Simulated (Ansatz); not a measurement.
Basis sets compared for NbS₃⁻ (the lowest singlet isomer of a short search). Total charge -1; singlet. Geometry PBE-D4/def2-SVPD. Ansatz on 4 threads of Arm Neoverse V2 on a shared host; times are rough, and most runs start from earlier orbitals.

```xyz
4

Nb   -0.060    0.379   -0.290
S    -2.072   -0.152    0.494
S     1.324    1.022    1.328
S     0.808   -1.249   -1.532
```

In the def2 sets Nb takes a core potential; there is no spin–orbit coupling. The structure comes from a short search, and lower isomers may exist.

```
            level  functions  energy (Eh)  HOMO (eV)  LUMO (eV)  wall time
 PBE-D4/def2-SVPD        115   -1250.9465      -1.06      -0.20      1.1 s
PBE0-D4/def2-SVPD        115   -1250.9870      -2.09       0.53      1.3 s
```

Q: Estimate the rows for PBE-D4/def2-TZVPD, PBE0-D4/def2-TZVPD.

A: 
```
             level  functions  energy (Eh)  HOMO (eV)  LUMO (eV)  wall time
 PBE-D4/def2-TZVPD        178   -1251.3575      -1.02      -0.14      1.6 s
PBE0-D4/def2-TZVPD        178   -1251.3947      -2.04       0.59      2.7 s
```
